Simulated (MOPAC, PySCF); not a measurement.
[Cr(=O)2(OH)2], neutral singlet in the gas phase. 

Cartesian coordinates (Å):
```xyz
7

Cr     0.1242     0.1236     0.1736
O     -0.6100    -0.1498    -1.1878
O     -0.4274    -0.9203     1.2101
O      1.8451    -0.0659    -0.0227
H      2.2336    -0.8985    -0.3597
O     -0.1983     1.7456     0.7228
H     -1.1102     2.0552     0.8971
```
Charge 0, multiplicity 1.

All levels are single points at this geometry (BP86-D3(BJ)/def2-SVP); Pople sets use spherical d functions. Orbital energies aren't observables, and empty levels follow the basis.

```csv
level,HOMO (eV),LUMO (eV),gap (eV),dipole (D),"vertical IE, Delta-SCF (eV)"
PBE-D3(BJ)/def2-TZVP in PySCF,-7.51,-4.81,2.70,0.38,–
TPSSh-D3(BJ)/def2-TZVP in PySCF,-8.26,-4.54,3.72,0.35,–
M06-2X/6-31G* (LANL2DZ on Cr) in PySCF,-10.77,-3.27,7.50,0.08,–
PBE/6-31G* (LANL2DZ on Cr) in PySCF,-7.32,-4.71,2.61,0.33,–
SVWN5/6-31G* (LANL2DZ on Cr) in PySCF,-7.51,-4.89,2.62,0.35,11.10
HF/3-21G in PySCF,-13.44,-0.12,13.32,0.38,–
HF/6-31G* (LANL2DZ on Cr) in PySCF,-13.74,-0.57,13.18,0.07,–
PM6 in MOPAC,-11.24,-0.81,10.43,0.65,–
PM7 in MOPAC,-11.98,-0.87,11.12,0.31,–
```
